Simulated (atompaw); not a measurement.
**How hard is this lanthanum PAW (atompaw) potential?**

atompaw 4.2.0.5 input, output lines left out:

```
La 57
LDA-PW scalarrelativistic loggrid 2001 logderivrange -2 5 176
6 6 5 4 0 0
6 0 1.75
6 1 0
5 2 1
4 3 0
0 0 0
c
c
c
c
c
v
c
c
c
c
v
c
c
v
v
3
3.00 2.85 2.80 2.50
y
0.7
n
y
1.35
n
y
4.7
n
y
0.3
n
bloechl sinc
4 1 troulliermartins
```

The pseudo-atom Hamiltonian at the reference potential is diagonalised in spherical Bessel functions j_l(qr) that vanish at 20 bohr, with q² up to the cutoff. All-electron valence levels (Ry): 6s -0.3641, 6p -0.1754, 5d -0.3301, 4f -0.4379.

Task: How do the lowest levels (Ry) of each channel move with the cutoff, and are there ghosts?

Result:

| cutoff (Ry) | s #1 | s #2 | p #1 | p #2 | d #1 | f #1 | Σ f·Δε (mRy) |
| --- | --- | --- | --- | --- | --- | --- | --- |
| 8 | -1.7293 | -0.3631 | -0.7228 | -0.1721 | -0.2845 | -0.1318 | 47.4 |
| 10 | -2.1501 | -0.3637 | -1.1508 | -0.1744 | -0.3082 | -0.2555 | 22.5 |
| 12 | -2.2696 | -0.3638 | -1.4383 | -0.1748 | -0.3216 | -0.3320 | 9.1 |
| 15 | -2.2753 | -0.3639 | -1.5596 | -0.1749 | -0.3276 | -0.3928 | 2.9 |
| 18 | -2.2896 | -0.3640 | -1.5644 | -0.1751 | -0.3299 | -0.4138 | 0.3 |
| 21 | -2.2993 | -0.3641 | -1.5644 | -0.1753 | -0.3301 | -0.4262 | 0.1 |
| 25 | -2.3032 | -0.3641 | -1.5645 | -0.1753 | -0.3301 | -0.4348 | 0.1 |
| 400 | -2.3064 | -0.3641 | -1.5666 | -0.1754 | -0.3301 | -0.4379 | 0.0 |

Result: ghost states, extra bound levels that the all-electron valence spectrum of the same l lacks: s at -31.4 eV, p at -21.3 eV (a true bound ghost makes a file unfit for plane-wave use); 10 mRy is reached at 12 Ry and 1 mRy at 18 Ry.

The cutoffs count occupied waves only; the empty 4f level needs 25 Ry at the loose tolerance.
